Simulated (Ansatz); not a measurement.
Total energies of Sn9AsH16⁺, a doped cluster cut from the lattice of tin (As on a surface site) from Ansatz at PBE-D4/def2-TZVP, gas phase (1 Eh = 27.2114 eV = 2625.5 kJ/mol). The reference geometry is relaxed at r2SCAN-D4/def2-SVP.

```xyz
26

Sn    1.3736    1.3321   -2.0568
Sn    1.3741    0.4678    2.4037
Sn    0.1015   -2.7544   -0.5317
As   -2.3421    0.7887    0.1467
Sn    1.3501   -1.4075   -2.6494
Sn    1.3483   -2.2960    1.9366
Sn    2.6581    1.9049    0.3682
Sn   -1.2873    2.1911   -1.8531
Sn   -1.2872    1.3444    2.5253
Sn   -2.5353   -1.8192   -0.3450
H     2.0104    2.2614   -3.3548
H     2.0074    0.8506    3.9550
H    -0.0773   -4.4320   -0.8593
H    -3.7745    1.2684    0.2406
H     2.9701   -1.9532   -2.7580
H     0.5221   -1.7006   -4.1196
H     2.9681   -2.8436    1.8385
H     0.5167   -3.1106    3.1928
H     4.2797    1.3636    0.2618
H     2.6096    3.5853    0.6950
H    -1.5679    3.7936   -1.3173
H    -2.3518    1.7905   -3.1338
H    -1.5613    3.0322    2.6255
H    -2.3547    0.4990    3.5645
H    -3.4836   -1.8192   -1.7713
H    -3.4669   -2.3371    0.9959
```

```
           state                       geometry  energy (Eh)
charge 1 singlet                      reference  -4173.79751
charge 2 doublet                      reference  -4173.39257
charge 2 doublet  relaxed at r2SCAN-D4/def2-SVP  -4173.40670
charge 0 doublet                      reference  -4173.95021
charge 0 doublet  relaxed at r2SCAN-D4/def2-SVP  -4173.97799
```

In the def2 sets Sn takes a core potential; there is no spin–orbit coupling. Single mean-field runs in def2-TZVP are fitted with def2-universal-jkfit.

(1) Work out the vertical ionisation energy to the doublet.

(2) Work out the vertical electron affinity, to the doublet.

(3) Give the fundamental gap IE − EA, the Mulliken electronegativity (IE + EA)/2 and the hardness (IE − EA)/2.

(4) How much does the charge 2 doublet relax, and what is the adiabatic ionisation energy?

(5) How much does the charge 0 doublet relax, and what is the adiabatic electron affinity?

(1) E(charge 2 doublet) − E(charge 1 singlet) = -4173.39257 − (-4173.79751) = 0.40494 Eh = 11.02 eV. For comparison, −ε of the highest occupied level is 9.27 eV at this level, 1.75 eV less.

(2) E(charge 1 singlet) − E(charge 0 doublet) = -4173.79751 − (-4173.95021) = 0.15270 Eh = 4.16 eV.

(3) From the values in Eh: IE − EA = 0.40494 − 0.15270 = 0.25224 Eh = 6.86 eV; (IE + EA)/2 = 7.59 eV; (IE − EA)/2 = 3.43 eV. The HOMO–LUMO gap of the same run is 3.59 eV, 3.27 eV smaller than the fundamental gap.

(4) Relaxation: -4173.39257 − (-4173.40670) = 0.01413 Eh = 0.38 eV. Adiabatic ionisation energy: 0.39081 Eh = 10.63 eV, without zero-point energy. 

(5) Relaxation: -4173.95021 − (-4173.97799) = 0.02778 Eh = 0.76 eV. Adiabatic electron affinity: 0.18048 Eh = 4.91 eV, without zero-point energy.
